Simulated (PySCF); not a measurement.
CH₆N₂OW, SMILES [CH3][W](=[NH])(=[O])[NH2], multiplicity 1. Atoms are numbered in the order given.

```xyz
11

W      0.0533     0.0106    -0.0490
O      1.7513     0.0893     0.2320
N     -0.4272    -0.9474    -1.4594
H     -0.1039    -1.5276    -2.2320
N     -0.8285     1.7580    -0.1070
H     -0.4300     2.5933     0.3208
H     -1.5738     2.0152    -0.7512
C     -0.7380    -1.0746     1.6112
H     -0.2797    -2.0748     1.6709
H     -1.8283    -1.1961     1.5099
H     -0.5181    -0.5338     2.5473
```

Geometry optimised at B3LYP-D3(BJ)/def2-SVP. The spin state was assumed, not searched. The structure was generated by enumeration; whether it is a known compound was not checked. The def2 effective core potentials stand for the cores of W; spin–orbit coupling is left out. Other conformers were not sampled.

Level of theory: PySCF with B3LYP-D3(BJ)/def2-SVP.

Frequencies are harmonic and unscaled.

```
mode  ν (cm⁻¹)  IR (km/mol)  moving atoms (share of kinetic energy)
----  --------  -----------  --------------------------------------
1          177          4.2           N 39 %, H 29 %, C 23 %, W 8 %
2          192          1.5                           H 77 %, N 9 %
3          203          1.3          H 45 %, C 17 %, N 16 %, O 14 %
4          208          0.4  O 46 %, H 17 %, N 15 %, W 11 %, C 10 %
5          224          0.8                  N 55 %, H 24 %, O 13 %
6          276         11.1                  O 44 %, N 35 %, H 17 %
7          407          6.6                                  H 95 %
8          531         48.2                  H 62 %, C 20 %, N 16 %
9          540         69.0                   H 48 %, C 38 %, N 9 %
10         561        164.0                  H 67 %, N 18 %, C 11 %
11         648         46.1                          H 79 %, N 13 %
12         656         26.7                          H 62 %, N 30 %
13         666         18.5                          H 79 %, N 16 %
14         706         21.7                  H 63 %, N 19 %, C 14 %
15         729         88.7                          H 49 %, N 37 %
16         966        149.2                  N 61 %, O 20 %, W 11 %
17        1009         76.9                          O 70 %, N 22 %
18        1217          1.4                          H 80 %, C 20 %
19        1414          8.4                                  H 95 %
20        1418          7.4                                  H 95 %
21        1518         35.3                          H 89 %, N 11 %
22        3020          1.1                                  H 97 %
23        3116          4.5                           H 91 %, C 9 %
24        3127          3.1                           H 91 %, C 9 %
25        3533         95.4                                  H 96 %
26        3595        112.8                                  H 93 %
27        3627         45.9                           H 91 %, N 9 %
```
